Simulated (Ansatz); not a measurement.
Two isomers of C2H10BNSi: A = `BN(C)[SiH2]C`, B = `CN(C)B[SiH3]`.

Isolated molecules relaxed with PBE0-D4/def2-TZVP in Ansatz; ΔE leaves out vibrations. CCSD(T)/CBS is the MP2 limit (def2-TZVPP, def2-QZVPP) plus CCSD(T) − MP2 in def2-TZVPP, frozen cores. Functionals use def2-TZVPP. Each species was taken in one conformer, which may not be the lowest.

A:

Z-matrix (Å, degrees):
```
C
N 1 1.458
H 1 1.095 2 111.1
H 1 1.095 2 111.4 3 -120.1
H 1 1.090 2 109.8 3 120.0
Si 2 1.756 1 116.3 3 57.3
B 2 1.395 1 121.6 3 -123.0
C 6 1.865 2 111.3 1 65.9
H 6 1.491 2 107.6 1 -53.3
H 6 1.481 2 108.0 1 -171.9
H 7 1.200 2 119.4 1 0.1
H 7 1.198 2 119.3 1 -179.8
H 8 1.093 6 110.1 2 -179.5
H 8 1.093 6 110.9 2 60.9
H 8 1.092 6 111.6 2 -60.0
```

B:

Z-matrix (Å, degrees):
```
C
N 1 1.449
H 1 1.088 2 109.9
H 1 1.096 2 110.6 3 -120.4
H 1 1.096 2 110.7 3 120.4
C 2 1.447 1 112.2 3 180.0
B 2 1.386 1 122.5 3 -0.0
H 6 1.096 2 110.6 1 -59.5
H 6 1.088 2 110.5 1 180.0
H 6 1.096 2 110.6 1 59.5
Si 7 2.016 2 126.7 1 -180.0
H 7 1.202 2 116.4 1 -0.0
H 11 1.493 7 116.5 2 -0.0
H 11 1.492 7 109.8 2 121.5
H 11 1.492 7 109.8 2 -121.5
```

(1) Which is lower in electronic energy at CCSD(T)/CBS, and by how much? (Estimate.)

(2) Give E(B) − E(A) in kJ/mol with ωB97M-V, CCSD(T)/def2-TZVPP, r2SCAN-D4, HF/def2-TZVPP, PBE-D4, CCSD/def2-TZVPP, MP2/def2-TZVPP. (An estimate is asked.)

Largest T1 diagnostic: 0.013.

## Answers

(1) Computed: A, by 120.6 kJ/mol.

(2) Ansatz gave: ωB97M-V 124.1, CCSD(T)/def2-TZVPP 117.0, r2SCAN-D4 115.9, HF/def2-TZVPP 131.6, PBE-D4 100.5, CCSD/def2-TZVPP 119.4, MP2/def2-TZVPP 128.0. None reverses the order clearly.

From PBE to PBE0 (25 % exact exchange), in def2-TZVPP and without D4, E(B) − E(A) moves by +7.9 kJ/mol. In def2-TZVPP, CCSD(T) changes the Hartree–Fock value by −14.5 kJ/mol (the triples alone add −2.4 kJ/mol) and MP2 by −3.5 kJ/mol.
